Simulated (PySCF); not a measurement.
# How the method moves the HOMO and LUMO of `C=CBCC`

Compound: C₄H₉B.
Structure used (PBE0-D3(BJ)/def2-SVP), in Å, numbered top down from 1:
```xyz
14
C4H9B angstrom
C      2.760    0.530    0.350
C      1.702   -0.101   -0.187
B      0.251    0.264    0.221
C     -0.993   -0.471   -0.380
C     -2.374    0.094   -0.073
H      3.796    0.300    0.075
H      2.619    1.318    1.098
H      1.900   -0.882   -0.935
H      0.115    1.132    1.065
H     -0.844   -0.607   -1.469
H     -0.903   -1.508    0.012
H     -2.489    1.109   -0.484
H     -2.540    0.169    1.013
H     -3.184   -0.523   -0.491
```

Basis pcSseg-1 throughout (PySCF), one geometry. Geometry: PBE0-D3(BJ)/def2-SVP, one conformer, isolated molecule.

**Question.** How do the orbital energies, the gap and the dipole change with the method?

**Answer.** 
| method | kind | HOMO (eV) | LUMO (eV) | gap (eV) | μ (D) | SCF cycles |
| --- | --- | --- | --- | --- | --- | --- |
| BLYP | GGA | -6.91 | -2.43 | 4.48 | 0.85 | 14 |
| B97-D | GGA | -7.00 | -2.43 | 4.57 | 0.83 | 14 |
| OPBE | GGA | -7.00 | -2.47 | 4.53 | 0.81 | 14 |
| PBE | GGA | -7.04 | -2.60 | 4.44 | 0.84 | 14 |
| KT3 | GGA | -7.07 | -2.51 | 4.56 | 0.83 | 13 |
| KT2 | GGA | -7.09 | -2.59 | 4.50 | 0.84 | 14 |
| LDA | LDA | -7.11 | -2.85 | 4.27 | 0.85 | 13 |
| BP86 | GGA | -7.15 | -2.68 | 4.47 | 0.84 | 14 |
| B3LYP | global hybrid | -7.94 | -1.82 | 6.12 | 0.83 | 13 |
| HF | Hartree–Fock | -10.39 | 2.14 | 12.53 | 0.80 | 10 |

The HOMO spans 3.48 eV, from BLYP down to HF, and the gap runs from 4.27 eV (LDA) to 12.53 eV (HF). Over the methods BLYP (0 %), B97-D (0 %), OPBE (0 %), PBE (0 %), KT3 (0 %), KT2 (0 %), LDA (0 %), BP86 (0 %), B3LYP (20 %), HF (100 %), a straight line through the gap against the share of exact exchange rises by 0.81 eV for each 10 % (correlation coefficient 0.999). The dipole ranges from 0.80 D (HF) to 0.85 D (LDA). This basis has no diffuse functions.
